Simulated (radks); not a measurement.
Valence configurations of In2+ (all share [Kr]). All-electron calculation, Dirac Kohn-Sham, PBEsol, spin-unpolarised, spherical densities, finite nucleus; open shells are shared between the two j in proportion to 2j + 1; Fermi nuclear charge, rms radius 4.6156 fm. Program: a radial shooting solver on a logarithmic mesh with Libxc functionals. Energies are relative to 4d10 5s1; eigenvalues in eV.

valence	E (eV)	e(4d3/2)	e(4d5/2)	e(5p1/2)	e(5p3/2)	e(5s1/2)
4d10 5s1	0.000	-37.053	-36.177	-	-	-23.679
4d10 5s0.5 5p0.5	3.776	-37.762	-36.884	-16.959	-16.355	-24.135
4d9 5s2	14.229	-41.765	-40.843	-	-	-25.566
4d9 5s1 5p1	22.313	-43.119	-42.192	-18.735	-18.044	-26.412
4d8 5s1 5p2	48.641	-49.155	-48.177	-20.700	-19.910	-28.925
4d9.5 5s1.5	6.765	-39.394	-38.495	-	-	-24.634
4d9.5 5s1 5p0.5	10.667	-40.089	-39.188	-17.674	-17.031	-25.076
4d10 5p1	7.578	-38.461	-37.580	-17.359	-16.746	-
4d8 5s2 5p1	39.943	-47.890	-46.916	-20.037	-19.266	-28.167
4d8 5p3	57.446	-50.384	-49.401	-21.326	-20.518	-

NIST lists [Kr] 4d10 5s1 as the ground configuration; this level of theory agrees among the configurations tried. The energies are those of spherical spin-averaged densities, not of single terms.
